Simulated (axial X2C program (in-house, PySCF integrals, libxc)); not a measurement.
# Correcting the dissociation energy of SeH for spin–orbit coupling

A spin-free PBE0 curve (one-electron X2C) was computed with an in-house relativistic program for diatomic molecules, basis Se dyall-v3z [8s9p6d1f], H dyall-v3z [6s2p1d] (cores contracted in-house), for the state M_S = 1/2, Λ = 1 (beyond evenly filled blocks: π+α, π+β, π-α). It gives D0 = 3.113 eV to Se + H, which in a spin-free picture are the weighted means of the ground terms.

Measured levels of the ground terms (NIST Handbook of Basic Atomic Spectroscopic Data), in cm⁻¹: Se 3P: J = 2 at 0, J = 1 at 1989.5, J = 0 at 2534.4; H 2S: J = 1/2 at 0.

The two components of the molecular doublet are 1827 cm⁻¹ apart in the PBE0 2c search (Ω = 3/2 lower), so the lower one lies 914 cm⁻¹ under their mean.

(1) How far does each ground level lie under the (2J+1)-weighted mean of its term?

(2) Correct D0.

Second-order spin–orbit effects in the molecule, which grow quickly with Z, are left out. One determinant describes the state; a PBE0 search over occupations chose it and may have missed a lower one. Dissociation energies refer to the lowest single-determinant-based atoms at the same level and basis. Without a current term, density functionals place determinants with orbital angular momentum somewhat too high.

Results:

(1) Se: (5 × 0 + 3 × 1989.5 + 1 × 2534.4)/9 = 945 cm⁻¹; H: a single level, 0.

(2) D0 = 3.113 + (914 − 945)/8065.5 = 3.109 eV at PBE0 with these spin–orbit terms. The direct two-component run gives 3.164 eV; the difference holds second-order terms in the molecule, scalar two-electron terms, the gap between measured and computed atomic splittings (a 2c atom can miss part of its lowering) and, in coupled cluster, the truncation of each run.
